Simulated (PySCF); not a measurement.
**Radial density of Ag (silver, neutral)**

BP86, [Kr] 4d9 5s1 6s1, high-spin 4D determinant (an excited configuration). Computed with PySCF 2.14 in aug-cc-pwCVTZ-PP with ECP28MDF, with scalar relativity through the core potential. This is the valence pseudo-density: the core potential removes the inner electrons and smooths the orbitals near the nucleus.

```
r (bohr)  4πr²ρ (e/bohr)  4πr²(ρα − ρβ)
  0.0180       1.463e-05         0.0000
  0.0304       3.645e-05         0.0000
  0.0511       8.424e-05         0.0000
  0.0859       0.0003310         0.0000
   0.144        0.003495         0.0003
   0.243         0.05619         0.0041
   0.409           1.362         0.0761
   0.687           13.83         0.6117
    1.16           14.26         0.7965
    1.94           3.306         0.7450
    3.27          0.4730         0.3040
    5.50          0.1320         0.1300
    9.26          0.1281         0.1281
    15.6        0.003784         0.0038
```

Energies and moments cover only the electrons outside the core potential. The outer electron is Rydberg-like, and this basis confines it to a smaller radius and binds it less than a complete one would.
